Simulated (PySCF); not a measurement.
**Radial density of Nd³²⁺ (neodymium, charge +32)**

UHF, [Ar] 3d10, closed-shell 1S. Calculation: PySCF 2.14, in an uncontracted even-tempered set (18 s from 5 bohr⁻², ratio 2.5; 13 p from 6.5 bohr⁻², ratio 2.5; 8 d from 6.5 bohr⁻², ratio 2.5; 4 f from 30 bohr⁻², ratio 2.7; 3 g from 45 bohr⁻², ratio 2.7); scalar relativity by spin-free X2C-1e.

```tsv
r (bohr)	4πr²ρ (e/bohr)
0.0256	70.96
0.0431	76.28
0.0724	102.3
0.122	75.05
0.205	83.35
0.345	35.74
0.580	1.023
0.975	0.001215
```

Densities and radii are taken from the X2C orbitals without a picture-change correction, which distorts them close to the nucleus.

Spin-orbit coupling, which splits the p, d and f shells strongly at this Z, is absent.
